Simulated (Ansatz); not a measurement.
`N[B]([SiH3])[GaH2]` + `[BH2][GaH2]` → `BB(N)[SiH3]` + `[GaH2][GaH2]`  (redistribution)

Calculated with Ansatz (gas phase, PBE0-D4/def2-TZVP geometries, no zero-point term in ΔE). CCSD(T)/CBS is the MP2 limit (def2-TZVPP, def2-QZVPP) plus CCSD(T) − MP2 in def2-TZVPP, frozen cores. Functionals use def2-TZVPP. For Ga outer-core shells are correlated without core-valence functions, which leaves a few kJ/mol of doubt a bond. Scalar relativity is left out up to krypton. Each species was taken in one conformer, which may not be the lowest.

| species | r2SCAN energy (Eh) |
| --- | --- |
| `N[B]([SiH3])[GaH2]` | -2298.10867 |
| `[BH2][GaH2]` | -1952.01320 |
| `BB(N)[SiH3]` | -398.09523 |
| `[GaH2][GaH2]` | -3852.04951 |

(1) Work out ΔE.

(2) What do rigid-rotor, harmonic-oscillator terms from PBE0-D4/def2-TZVP frequencies (298.15 K, 1 bar) make of the CCSD(T)/CBS value? (An estimate is asked.)

Largest T1 diagnostic among the species: 0.014.

## Answers

(1) ΔE = (-398.09523) + (-3852.04951) − (-2298.10867) − (-1952.01320) = -0.02287 Eh = -60.0 kJ/mol. CCSD(T)/CBS gives -48.3 kJ/mol.

(2) Computed: ΔZPE = +1.6 kJ/mol, ΔH = -46.9 kJ/mol, ΔS = -6 J/(mol·K), ΔG = -45.2 kJ/mol. Modes under 50 cm⁻¹ make the entropy rough.

In def2-TZVPP, CCSD(T) changes the Hartree–Fock value by +10.0 kJ/mol (the triples alone add +1.3 kJ/mol) and MP2 by +10.3 kJ/mol. Leaving LDA and LC-ωPBE aside and taking each functional with its dispersion term where it has one, the values, not all of them listed here, spread over 8.3 kJ/mol, from B97M-V to ωB97X-V.
